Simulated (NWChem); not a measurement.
Species: BHIF; SMILES FBI

Program: NWChem. All runs use the structure optimised with PBE0/def2-SVP. def2 effective core potentials on I; no spin-orbit coupling. B3LYP is NWChem's, with the RPA form of VWN correlation. Ions are spin-unrestricted doublets at the neutral geometry; other ion states weren't tried.

**Question.** Among these, which level gives the lowest value of “−ε(HOMO) (eV)”?
(A) PBE0/def2-TZVP
(B) B3LYP/def2-TZVP
(C) PBE/def2-TZVP

**Answer.** C, PBE/def2-TZVP. Values: PBE/def2-TZVP 6.76; B3LYP/def2-TZVP 7.65; PBE0/def2-TZVP 7.91
